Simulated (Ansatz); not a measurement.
Ansatz results at the PBE0-D4/def2-TZVP geometry: HOMO–LUMO gap (PBE0/def2-TZVPP) 4.52 eV; size of the dipole moment (PBE/def2-TZVPP) 1.37 D; HOMO–LUMO gap (PBE/def2-TZVPP) 2.34 eV.

(1) Which molecule gave them?
A. `OC(=S)N[SiH3]`
B. `BC1SC1=C=O`
C. `C=C=[C]([AlH2])[SiH3]`
D. `OCN[SiH2]S`

## Answers

(1) B. The others give `C=C=[C]([AlH2])[SiH3]`: 5.22, 0.56, 3.35; `OC(=S)N[SiH3]`: 6.13, 2.50, 4.01; `OCN[SiH2]S`: 7.33, 1.32, 5.07.
